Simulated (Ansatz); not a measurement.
One change: `[SiH3][O][AlH][Br]` becomes `[SiH3][O][GaH][Br]`.

Ansatz, PBE0-D4/def2-TZVP geometries, multiplicity 1. Each molecule was computed in one conformer, which needn't be the lowest.

Scalar relativity is left out up to krypton.

```tsv
property	`[SiH3][O][AlH][Br]`
HOMO energy (ωB97M-V/def2-TZVPP) / eV	-10.86
HOMO energy (PBE0/def2-TZVPP) / eV	-8.63
HOMO–LUMO gap (B3LYP/def2-TZVPP) / eV	7.07
HOMO–LUMO gap (ωB97M-V/def2-TZVPP) / eV	11.40
LUMO energy (PBE/def2-TZVPP) / eV	-1.85
HOMO energy (B3LYP/def2-TZVPP) / eV	-8.35
```

Question: Give the same properties after the change, and the shifts. (An estimate is asked.)

Answer: Ansatz gave: 
| property | `[SiH3][O][GaH][Br]` | shift |
| --- | --- | --- |
| HOMO energy (ωB97M-V/def2-TZVPP) / eV | -10.81 | 0.05 |
| HOMO energy (PBE0/def2-TZVPP) / eV | -8.57 | 0.06 |
| HOMO–LUMO gap (B3LYP/def2-TZVPP) / eV | 6.57 | -0.50 |
| HOMO–LUMO gap (ωB97M-V/def2-TZVPP) / eV | 11.05 | -0.35 |
| LUMO energy (PBE/def2-TZVPP) / eV | -2.24 | -0.39 |
| HOMO energy (B3LYP/def2-TZVPP) / eV | -8.30 | 0.05 |

With PBE0 the HOMO rises by 0.06 eV and the LUMO falls by 0.38 eV, so the gap narrows by about 0.44 eV. PBE moves the HOMO by 0.08 eV and ωB97M-V by 0.05 eV.

B3LYP here is the variant with VWN-RPA as its local correlation; programs differ in this.

Spin–orbit coupling is left out; it splits and shifts lone-pair levels of the heavy atoms by tenths of an eV.
